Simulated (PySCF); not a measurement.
All values below come from PBE-D3(BJ)/def2-TZVP in PySCF. All species are isolated molecules in the gas phase. 

Reference species (SMILES): `[OH][SnH3]` (neutral, multiplicity 1).

| Quantity | Result |
|---|---|
| HOMO | -6.58 eV |
| LUMO | -1.43 eV |

Changed species: `[SnH4]` (0 of 4 H replaced by OH; the reference has 1 of 4 H replaced by OH).

Task: What does the change do to the HOMO and LUMO?

Result: the HOMO drops by 1.34 eV, to -7.92 eV; the LUMO rises by 1.03 eV, to -0.40 eV.
